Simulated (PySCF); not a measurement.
**Vanadium: a sound run and one with changed settings**

Sound run: V²⁺ [Ar] 3d3, V³⁺ [Ar] 3d2. Computed with PySCF 2.14 in cc-pVDZ-DK, with the spin-free X2C one-electron Hamiltonian (Gaussian nucleus). In the sound run the correlated levels freeze [Ar]. The sound run starts from symmetry-adapted Hartree-Fock orbitals and uses a fine grid where one is needed.

Changed run: no relativity, point nucleus. This setting is unsound on purpose.

```json
{"species": "V²⁺", "method": "UHF", "sound run (hartree)": "-947.42831", "changed run (hartree)": "-940.02676", "converged": "yes"}
{"species": "V²⁺", "method": "PBE", "sound run (hartree)": "-948.14379", "changed run (hartree)": "-940.74461", "converged": "yes"}
{"species": "V²⁺", "method": "M06-L", "sound run (hartree)": "-948.34587", "changed run (hartree)": "-940.94507", "converged": "yes"}
{"species": "V²⁺", "method": "MP2", "sound run (hartree)": "-947.44088", "changed run (hartree)": "-940.03924", "converged": "yes"}
{"species": "V³⁺", "method": "UHF", "sound run (hartree)": "-946.38225", "changed run (hartree)": "-938.97656", "converged": "yes"}
{"species": "V³⁺", "method": "PBE", "sound run (hartree)": "-947.03476", "changed run (hartree)": "-939.63124", "converged": "yes"}
{"species": "V³⁺", "method": "M06-L", "sound run (hartree)": "-947.25096", "changed run (hartree)": "-939.84569", "converged": "yes"}
{"species": "V³⁺", "method": "MP2", "sound run (hartree)": "-946.38440", "changed run (hartree)": "-938.97870", "converged": "yes"}
```

Ionisation energy of V²⁺:

| method | sound run (eV) | changed run (eV) |
| --- | --- | --- |
| UHF | 28.465 | 28.577 |
| PBE | 30.178 | 30.296 |
| M06-L | 29.794 | 29.916 |
| MP2 | 28.748 | 28.859 |
| SCS-MP2 | 28.559 | 28.671 |

Most of the change in total energy is the relativistic energy itself. On top of that the contraction fixes the core shape for the Hamiltonian it was made with, so the changed run is not a good calculation with the other Hamiltonian either.

For comparison, NIST gives 29.311 eV between the lowest levels.
